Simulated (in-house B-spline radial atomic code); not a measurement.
A run on B⁻ that did not converge. Method: non-relativistic B3LYP, spin-polarised, spherical fractional occupations, exact exchange averaged over the configuration, point nucleus; computed with a B-spline radial code for spherical atoms.

Command:
```bash
python run_scf.py task.json out
```
Settings:
```
Z                5
configuration    [He] 2s2 2p2
hamiltonian      nr
method           b3lyp
spin_polarised   True
exact_exchange   averaged over the configuration
```

First and last ten iterations of the last attempt (damped for 15 steps, keeping 80 % of the old Fock matrix, then DIIS):
```
 iter        energy (Eh)    residual
    1         -24.200757    8.69e-02
    2         -24.387570    6.55e-02
    3         -24.529241    4.39e-02
    4         -24.608880    2.75e-02
    5         -24.650383    1.57e-02
    6         -24.340001    3.27e-02
    7         -24.629070    2.15e-02
    8         -24.657808    1.23e-02
    9         -24.671604    6.28e-03
   10         -24.334327    3.46e-02
  111         -24.331154    3.42e-02
  112         -24.331911    3.41e-02
  113         -24.332389    3.40e-02
  114         -24.333015    3.39e-02
  115         -24.332379    3.41e-02
  116         -24.333010    3.38e-02
  117         -24.676958    3.75e-03
  118         -24.330907    3.46e-02
  119         -24.443457    2.75e-02
  120         -24.329975    3.45e-02
 not converged after 120 iterations
```

The smallest residual met was 3.7e-03; the threshold is about 1e-07. No energy from this run should be used. Run time, properties included: 1.2 s on 1 thread of Intel(R) Xeon(R) 6975P-C (shared host).
